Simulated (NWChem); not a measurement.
All runs are NWChem calculations. System: H3FTi, charge 0, spin multiplicity 1, at a geometry optimised with B3LYP/def2-SVP. The structure started from a generated list of species. Level: TD-BHandHLYP/def2-SVPD.

NWChem printed:

```
             Northwest Computational Chemistry Package (NWChem) 7.3.0
             --------------------------------------------------------

                                NWChem Input Module
                                -------------------

 Scaling coordinates for geometry "geometry" by  1.889725989
 (inverse scale =  0.529177249)

 Turning off AUTOSYM since
 SYMMETRY directive was detected!

                             Geometry "geometry" -> ""
                             -------------------------

 Output coordinates in angstroms (scale by  1.889725989 to convert to a.u.)

  No.       Tag          Charge          X              Y              Z
 ---- ---------------- ---------- -------------- -------------- --------------
    1 Ti                  22.0000     0.39873300    -0.07961200     0.00000000
    2 F                    9.0000    -1.29167800     0.25789200     0.00000000
    3 H                    1.0000     1.10660600     0.58964700     1.37676100
    4 H                    1.0000     1.10660600     0.58964700    -1.37676100
    5 H                    1.0000     0.63976500    -1.74886900     0.00000000

 Effective nuclear repulsion energy (a.u.)      87.1982130700

            Nuclear Dipole moment (a.u.)
            ----------------------------
        X                 Y               Z
 ---------------- ---------------- ----------------
     0.0000018897    -0.0000207870     0.0000000000

      Symmetry information
      --------------------

 Group name             Cs
 Group number              2
 Group order               2
 No. of unique centers     4

      Symmetry unique atoms

     1    2    3    5


 Summary of "ao basis" -> "" (spherical)
 ------------------------------------------------------------------------------
       Tag                 Description            Shells   Functions and Types
 ---------------- ------------------------------  ------  ---------------------
 *                         def2-svpd                  on all atoms

                                 NWChem DFT Module
                                 -----------------

 Summary of "ao basis" -> "ao basis" (spherical)
 ------------------------------------------------------------------------------
       Tag                 Description            Shells   Functions and Types
 ---------------- ------------------------------  ------  ---------------------
 Ti                        def2-svpd                12       34   5s4p2d1f
[...]
  Root   6 singlet a"             0.182439240 a.u.                4.9644 eV
  ----------------------------------------------------------------------------
     Transition Moments    X  0.00000   Y  0.00000   Z  0.01284
     Transition Moments   XX  0.00000  XY  0.00000  XZ  0.69880
     Transition Moments   YY -0.00000  YZ  0.33883  ZZ  0.00000
     Dipole Oscillator Strength                    0.0000200447
     Electric Quadrupole                           0.0000000195
     Magnetic Dipole                               0.0000009965
     Total Oscillator Strength                     0.0000210607

          sigma_e =   1.3130 Angstrom
          sigma_h =   1.5190 Angstrom
         |d_h->e| =   0.5649 Angstrom
            d_exc =   2.1216 Angstrom
            d_CD1 =   0.7710 Angstrom
            d_CD2 =  -0.8511 Angstrom
            d_CD3 =   2.6865 Angstrom
     Pearson C.C. =  -0.0378

     Occ.   15  a'  ---  Virt.   19  a"   0.40231 X
     Occ.   15  a'  ---  Virt.   21  a"   0.06720 X
     Occ.   16  a"  ---  Virt.   18  a'   0.07587 X
     Occ.   16  a"  ---  Virt.   20  a'   0.87581 X
     Occ.   16  a"  ---  Virt.   22  a'  -0.06722 X
     Occ.   16  a"  ---  Virt.   24  a'   0.18709 X
     Occ.   17  a'  ---  Virt.   19  a"   0.07575 X
     Occ.   17  a'  ---  Virt.   21  a"   0.06755 X
  ----------------------------------------------------------------------------
  Root   7 singlet a"             0.184245956 a.u.                5.0136 eV
  ----------------------------------------------------------------------------
     Transition Moments    X -0.00000   Y -0.00002   Z -0.18964
     Transition Moments   XX -0.00004  XY -0.00011  XZ -0.80956
     Transition Moments   YY -0.00008  YZ  1.60356  ZZ  0.00012
     Dipole Oscillator Strength                    0.0044176280
     Electric Quadrupole                           0.0000001075
     Magnetic Dipole                               0.0000014626
     Total Oscillator Strength                     0.0044191981

          sigma_e =   1.1941 Angstrom
          sigma_h =   1.6740 Angstrom
         |d_h->e| =   0.3611 Angstrom
            d_exc =   2.0281 Angstrom
            d_CD1 =   0.8411 Angstrom
            d_CD2 =  -1.0729 Angstrom
            d_CD3 =   2.3892 Angstrom
     Pearson C.C. =   0.0614

     Occ.   15  a'  ---  Virt.   19  a"   0.75854 X
     Occ.   15  a'  ---  Virt.   21  a"   0.32278 X
     Occ.   15  a'  ---  Virt.   31  a"  -0.05416 X
     Occ.   16  a"  ---  Virt.   18  a'  -0.14331 X
     Occ.   16  a"  ---  Virt.   20  a'  -0.37016 X
     Occ.   16  a"  ---  Virt.   22  a'  -0.24758 X
     Occ.   16  a"  ---  Virt.   24  a'  -0.08097 X
     Occ.   17  a'  ---  Virt.   19  a"  -0.14348 X
     Occ.   17  a'  ---  Virt.   21  a"   0.24805 X
  ----------------------------------------------------------------------------
  Root   8 singlet a'             0.184246237 a.u.                5.0136 eV
  ----------------------------------------------------------------------------
     Transition Moments    X  0.03714   Y  0.18600   Z -0.00002
     Transition Moments   XX  0.47959  XY  1.29446  XZ -0.00007
     Transition Moments   YY  0.93440  YZ  0.00014  ZZ -1.41398
     Dipole Oscillator Strength                    0.0044187388
     Electric Quadrupole                           0.0000001075
     Magnetic Dipole                               0.0000014625
     Total Oscillator Strength                     0.0044203088

          sigma_e =   1.1940 Angstrom
          sigma_h =   1.6740 Angstrom
         |d_h->e| =   0.3612 Angstrom
            d_exc =   2.0281 Angstrom
            d_CD1 =   0.8412 Angstrom
            d_CD2 =  -1.0729 Angstrom
            d_CD3 =   2.3893 Angstrom
     Pearson C.C. =   0.0614

     Occ.   15  a'  ---  Virt.   18  a'  -0.75858 X
     Occ.   15  a'  ---  Virt.   22  a'   0.32274 X
     Occ.   15  a'  ---  Virt.   30  a'   0.05417 X
     Occ.   16  a"  ---  Virt.   19  a"   0.14338 X
     Occ.   16  a"  ---  Virt.   21  a"  -0.24780 X
     Occ.   17  a'  ---  Virt.   18  a'  -0.14331 X
     Occ.   17  a'  ---  Virt.   20  a'   0.37012 X
     Occ.   17  a'  ---  Virt.   22  a'  -0.24786 X
     Occ.   17  a'  ---  Virt.   24  a'   0.08097 X

              Target root =      1
          Target symmetry = none
      Ground state energy =   -950.826980178237
        Excitation energy =      0.129447141461
     Excited state energy =   -950.697533036776

  stored tddft:energy   -950.69753303677578

 Task  times  cpu:       57.4s     wall:       57.4s

 Total times  cpu:       57.5s     wall:       57.5s
```

**Question.** Write an NWChem input that would produce this output.

**Answer.** Several could match; the one computed here: 
```
start mol
memory heap 200 mb stack 900 mb global 1100 mb
geometry units angstroms nocenter noautoz
  Ti     0.398733    -0.079612     0.000000
  F     -1.291678     0.257892     0.000000
  H      1.106606     0.589647     1.376761
  H      1.106606     0.589647    -1.376761
  H      0.639765    -1.748869     0.000000
  symmetry group Cs
end
basis spherical
  * library def2-svpd
end
dft
  xc bhlyp
  semidirect memsize 60000000 filesize 0
  iterations 100
end
tddft
  rpa
  nroots 8
  notriplet
  thresh 1e-4
end
task tddft energy
```
